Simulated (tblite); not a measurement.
Compound: C4H8BBrS.
Bonds: C1–C2 (double), C2–C3, C2–B4, B4–Br5, B4–S6, S6–C7. Hydrogens: H8, H9 on C1; H10, H11, H12 on C3; H13, H14, H15 on C7.

Computed with GFN2-xTB (tblite), gas phase: L-BFGS steps from a force-field or distance-geometry start until the largest atomic force falls under 0.01 eV/Å.

Step 118: E = -577.5740 eV
```
atom  x, y, z in Å  |  force x, y, z in eV/Å
C1     -2.1387   -1.2277    0.0246    0.016  -0.012  -0.031
C2     -1.2619   -0.2186   -0.0089    0.004   0.015  -0.001
C3     -1.7777    1.1970    0.0028    0.012   0.022   0.039
B4      0.2788   -0.4578   -0.0248   -0.001  -0.030   0.046
Br5     0.9724   -2.2271   -0.0336   -0.003   0.008  -0.008
S6      1.3828    0.9461   -0.0033   -0.017   0.041  -0.039
C7      3.0716    0.2483   -0.0066    0.096  -0.023  -0.011
H8     -3.2040   -1.0544    0.0509    0.042  -0.018  -0.012
H9     -1.8310   -2.2617    0.0238   -0.015   0.016   0.015
H10    -1.2930    1.7977   -0.7659   -0.018  -0.057  -0.009
H11    -1.5514    1.6633    0.9621    0.006  -0.008  -0.004
H12    -2.8554    1.2148   -0.1477    0.051   0.037  -0.004
H13     3.2704   -0.2236    0.9563   -0.024   0.048  -0.149
H14     3.7522    1.0851   -0.1643   -0.116  -0.112   0.057
H15     3.1807   -0.4737   -0.8156   -0.033   0.073   0.111
```

Step 119: E = -577.5751 eV
```
atom  x, y, z in Å  |  force x, y, z in eV/Å
C1     -2.1409   -1.2282    0.0160    0.016  -0.011  -0.026
C2     -1.2618   -0.2212   -0.0087   -0.001   0.016   0.006
C3     -1.7732    1.1956    0.0093    0.008   0.014   0.024
B4      0.2781   -0.4622   -0.0235   -0.003  -0.009   0.031
Br5     0.9698   -2.2301   -0.0447    0.008  -0.016  -0.001
S6      1.3789    0.9442   -0.0014   -0.013   0.036  -0.033
C7      3.0699    0.2516   -0.0030   -0.001  -0.018  -0.022
H8     -3.2053   -1.0523    0.0403    0.024  -0.016  -0.011
H9     -1.8363   -2.2626    0.0104   -0.007   0.002   0.012
H10    -1.2970    1.7914   -0.7675   -0.001  -0.034  -0.021
H11    -1.5328    1.6631    0.9638    0.008  -0.002   0.009
H12    -2.8517    1.2182   -0.1296    0.029   0.030   0.003
H13     3.2816   -0.1855    0.9689   -0.012  -0.011  -0.023
H14     3.7432    1.0807   -0.1953   -0.021   0.018   0.033
H15     3.1734   -0.4950   -0.7852   -0.032   0.000   0.017
```

Step 120: E = -577.5755 eV
```
atom  x, y, z in Å  |  force x, y, z in eV/Å
C1     -2.1405   -1.2283    0.0161    0.009  -0.015  -0.028
C2     -1.2617   -0.2212   -0.0093   -0.002   0.019   0.006
C3     -1.7730    1.1958    0.0097    0.007   0.014   0.022
B4      0.2782   -0.4621   -0.0250   -0.004  -0.013   0.041
Br5     0.9705   -2.2300   -0.0336    0.007  -0.012  -0.005
S6      1.3785    0.9445   -0.0090   -0.012   0.040  -0.036
C7      3.0691    0.2516   -0.0054    0.005  -0.009  -0.016
H8     -3.2050   -1.0527    0.0404    0.023  -0.014  -0.009
H9     -1.8361   -2.2627    0.0106   -0.005   0.002   0.012
H10    -1.2942    1.7927   -0.7647   -0.003  -0.033  -0.016
H11    -1.5355    1.6606    0.9662    0.011   0.000   0.006
H12    -2.8514    1.2199   -0.1318    0.033   0.024   0.001
H13     3.2755   -0.1919    0.9645   -0.012  -0.015  -0.013
H14     3.7439    1.0819   -0.1876   -0.024   0.015   0.028
H15     3.1774   -0.4902   -0.7912   -0.033  -0.003   0.008
```

Step 121: E = -577.5770 eV
```
atom  x, y, z in Å  |  force x, y, z in eV/Å
C1     -2.1396   -1.2293    0.0165   -0.012  -0.007  -0.029
C2     -1.2613   -0.2222   -0.0131   -0.014   0.019   0.011
C3     -1.7706    1.1958    0.0112    0.004   0.018   0.009
B4      0.2784   -0.4622   -0.0306   -0.003  -0.015   0.079
Br5     0.9747   -2.2287    0.0228    0.004   0.004  -0.021
S6      1.3754    0.9466   -0.0459    0.006   0.020  -0.045
C7      3.0650    0.2521   -0.0175    0.042  -0.009   0.017
H8     -3.2038   -1.0542    0.0424    0.012  -0.004  -0.006
H9     -1.8375   -2.2638    0.0132    0.014  -0.012   0.004
H10    -1.2781    1.7971   -0.7517   -0.004  -0.024   0.007
H11    -1.5472    1.6481    0.9775    0.023   0.009  -0.015
H12    -2.8469    1.2295   -0.1452    0.038  -0.007  -0.002
H13     3.2457   -0.2280    0.9411   -0.027   0.001  -0.029
H14     3.7444    1.0903   -0.1457   -0.043  -0.027   0.005
H15     3.1972   -0.4632   -0.8252   -0.040   0.035   0.016
```

Q: Estimate the geometry and energy of step 122. (The exact step hangs on the optimiser's Hessian estimate; all steps are aligned on step 121, rigid shifts and turns removed.)

A: E = -577.5774 eV, largest force 0.072 eV/Å
```
atom  x, y, z in Å  |  force x, y, z in eV/Å
C1     -2.1410   -1.2296    0.0137   -0.017  -0.022  -0.014
C2     -1.2617   -0.2237   -0.0129    0.001   0.028   0.014
C3     -1.7676    1.1956    0.0134    0.006   0.006   0.002
B4      0.2778   -0.4656   -0.0302   -0.005  -0.007   0.071
Br5     0.9750   -2.2314    0.0266    0.003   0.004  -0.018
S6      1.3728    0.9446   -0.0539    0.010   0.022  -0.039
C7      3.0639    0.2538   -0.0185    0.016   0.010   0.017
H8     -3.2046   -1.0531    0.0402   -0.001  -0.003  -0.009
H9     -1.8404   -2.2647    0.0114    0.015  -0.008  -0.003
H10    -1.2754    1.7948   -0.7507    0.005  -0.014   0.005
H11    -1.5420    1.6471    0.9794    0.026   0.009  -0.014
H12    -2.8436    1.2329   -0.1419    0.022  -0.013  -0.001
H13     3.2423   -0.2233    0.9406   -0.022  -0.016   0.014
H14     3.7404    1.0937   -0.1451   -0.025  -0.015  -0.006
H15     3.1999   -0.4633   -0.8224   -0.033   0.018  -0.018
```

The energy changes by -0.0005 eV. The first-order estimate −F·Δx gives -0.0006 eV and the mean of the old and new forces, exact on a quadratic surface, -0.0005 eV. The step makes an angle of 77° with the force vector and moves no atom by more than 0.009 Å.

What follows is the cost of the whole relaxation. Time: 2.0 s of wall time. Hardware: an Arm Neoverse N1 with one thread, no GPU, shared host with 64 logical CPUs at a one-minute load of 60.
